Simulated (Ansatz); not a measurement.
```xyz
10

C     0.819   -0.101    1.263
Ga   -0.394   -0.888   -0.053
S    -0.823    0.977   -1.789
Cl    0.362   -2.301   -1.516
Cl   -2.494   -1.151    0.426
H     1.760    0.190    0.795
H     0.362    0.768    1.738
H     1.035   -0.840    2.037
H     0.451    1.366   -1.970
H    -1.080    1.980   -0.930
```

Total charge 0; spin multiplicity 1.

(1) List the B3LYP/def2-TZVPP orbital energies in eV (Ansatz 0.2.0). (Estimate.)

Results:

(1) Ansatz gave: Occupied: -10138.26, -2761.65, -2761.65, -2419.95, -1249.95, -1107.19, -1107.12, -1107.09, -276.76, -256.39, -256.39, -217.95, -195.40, -195.40, -195.29, -195.29, -195.28, -195.28, -162.50, -162.43, -162.30, -150.07, -103.46, -103.33, -103.24, -23.47, -23.43, -23.23, -23.20, -23.14, -22.14, -21.36, -21.00, -18.91, -13.77, -12.61, -11.49, -11.36, -11.31, -9.56, -9.51, -9.11, -8.34, -8.32, -8.10, -7.89. Lowest empty: -1.00, -0.70, -0.25, 0.24, 1.25, 1.51, 2.55, 2.71.

B3LYP here is the variant with VWN-RPA as its local correlation; programs differ in this.
